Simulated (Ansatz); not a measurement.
Ga(Br)2(OH) (Br2GaHO), SMILES [Ga]([Br])([Br])[OH].

The structure is a stationary point at PBE0-D3(BJ)/def2-SVP. The structure was generated by enumeration; whether it is a known compound was not checked. Other conformers were not sampled.

Two levels are set side by side: PBE/def2-SVPD (Ansatz, a quantum-chemistry and plane-wave program) and PBE0/def2-SVPD (Ansatz). Energy differences of separate SCF runs at the same geometry; the states with an electron removed or added have multiplicity 2 and 2. Differences are taken from unrounded values.

| quantity | PBE |
|---|---|
| vertical ionisation energy (eV) | 10.34 |
| vertical electron affinity (eV) | 0.59 |
| vertical singlet–triplet gap (eV) | 4.70 |

These are the PBE values. What does PBE0 give? (An estimate is asked for; the answer gives what the named calculation found.)


```json
[
 {"quantity": "vertical ionisation energy (eV)", "PBE0": "10.84", "PBE minus PBE0": "-0.49"},
 {"quantity": "vertical electron affinity (eV)", "PBE0": "0.43", "PBE minus PBE0": "0.15"},
 {"quantity": "vertical singlet–triplet gap (eV)", "PBE0": "5.28", "PBE minus PBE0": "-0.58"}
]
```
